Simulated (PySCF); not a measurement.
CH6F2Si3.

```xyz
12

F     -1.0399    -0.9249    -1.8305
Si     0.3215    -0.1184    -1.4317
C      1.1847    -1.0015     0.0000
Si     0.3215    -0.1184     1.4317
F     -1.0399    -0.9249     1.8305
Si    -0.1757     1.6898     0.0000
H      1.1232     0.0265    -2.6820
H      2.2484    -0.6944     0.0000
H      1.1516    -2.1030     0.0000
H      1.1232     0.0265     2.6820
H     -1.5095     2.3560     0.0000
H      0.9288     2.7025     0.0000
```

Geometry optimised at PBE0-D3(BJ)/def2-SVP. The structure was generated by enumeration; whether it is a known compound was not checked.

Level of theory: PySCF with PBE/pcSseg-1. Non-relativistic, no solvent.

**Question.** Give the absolute GIAO shielding of each atom: isotropic value and principal components (ppm). (An estimate is asked for; the answer gives what the named calculation found.)

**Answer.** 
```tsv
atom	σ(iso)	σ11	σ22	σ33	span
F1	372.9	337.9	364.9	416.0	78.1
Si2	289.6	223.9	284.7	360.4	136.5
C3	157.4	150.3	155.0	167.0	16.7
Si4	289.6	223.9	284.7	360.4	136.5
F5	372.9	337.9	364.9	416.0	78.1
Si6	424.3	363.5	439.1	470.2	106.7
H7	24.5	21.6	22.8	29.1	7.5
H8	30.9	28.2	28.4	36.0	7.8
H9	29.8	25.9	26.6	36.7	10.8
H10	24.5	21.6	22.8	29.1	7.5
H11	27.0	24.0	24.2	32.8	8.8
H12	27.4	25.1	25.4	31.5	6.4
```
